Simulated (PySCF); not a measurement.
H₄BCl₃O₂Si₂, SMILES OB(O)[SiH2][Si](Cl)(Cl)Cl (GFN2-xTB optimised geometry):

```
12

O      1.525    -1.616     0.000
B      0.172    -1.616     0.000
O     -0.452    -2.810    -0.008
Si    -1.021    -0.028     0.000
Si     0.126     1.951     0.517
Cl    -0.323     3.579    -0.608
Cl     2.152     1.646     0.207
Cl     0.002     2.557     2.455
H      1.998    -0.781     0.010
H      0.125    -3.579    -0.013
H     -2.152    -0.093     0.940
H     -1.672     0.240    -1.296
```

Calculation: PBE0/def2-TZVP in PySCF 2.14.0.

What are the frontier orbital energies and the dipole moment?

HOMO-2 -9.23 eV, HOMO-1 -9.15 eV, HOMO -8.47 eV, LUMO -1.17 eV, LUMO+1 -0.71 eV; dipole moment 1.67 D.

Meta-Löwdin charges at PBE0/def2-TZVP: O1 -0.51, B2 0.29, O3 -0.51, Si4 0.19, Si5 0.75, Cl6 -0.26, Cl7 -0.30, Cl8 -0.26, H9 0.36, H10 0.36, H11 -0.05, H12 -0.05.
